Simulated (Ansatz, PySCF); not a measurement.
B3H5N3, SMILES N1B[N]BNB1 (connectivity only; charge and spin as stated), charge -1, multiplicity 1. Atoms are numbered in the order given.

```xyz
11

B      0.0000     1.1918    -0.8094
N      0.0000     0.0000    -1.5299
B      0.0000    -1.1918    -0.8094
N      0.0000    -1.2115     0.6652
B      0.0000     0.0000     1.4065
N      0.0000     1.2115     0.6652
H      0.0000     2.3196    -1.3230
H      0.0000    -2.3196    -1.3230
H      0.0000    -2.0971     1.1504
H      0.0000     0.0000     2.6295
H      0.0000     2.0971     1.1504
```
Charge -1, spin multiplicity 1.

Geometry: PBE0-D3(BJ)/def2-SVPD. The multiplicity is an assumed one; no other spin state was optimised. The isomer is the one that the SMILES or the coordinates give; other isomers of the formula were not compared.

Two levels are set side by side: PBE-D3(BJ)/def2-SVPD (Ansatz, an electronic-structure program) and PBE0-D3(BJ)/def2-SVPD (Ansatz). Each level has its own optimised geometry; the coordinates shown are those of the second. Frequencies come from the Hessian of PySCF at each geometry. Differences are taken from unrounded values.

```csv
quantity,PBE0-D3(BJ),PBE-D3(BJ),PBE-D3(BJ) minus PBE0-D3(BJ)
mean bond length (Å),1.300,1.308,0.009
bond B1–N2 (Å),1.393,1.402,0.009
bond B1–N6 (Å),1.475,1.482,0.008
bond N2–B3 (Å),1.393,1.402,0.009
bond B3–N4 (Å),1.475,1.482,0.008
bond N4–B5 (Å),1.420,1.430,0.010
bond B5–N6 (Å),1.420,1.430,0.010
bond B1–H7 (Å),1.239,1.246,0.007
bond B3–H8 (Å),1.239,1.246,0.007
bond N4–H9 (Å),1.010,1.020,0.010
bond B5–H10 (Å),1.223,1.229,0.006
bond N6–H11 (Å),1.010,1.020,0.010
highest harmonic wavenumber (cm⁻¹),3658,3512,-147
mean harmonic wavenumber (cm⁻¹),1271,1230,-42
zero-point energy (kcal/mol),49.08,47.47,-1.61
```

Exact exchange shortens and stiffens bonds; PBE has none. Differences between two approximate levels are no errors against the true value.
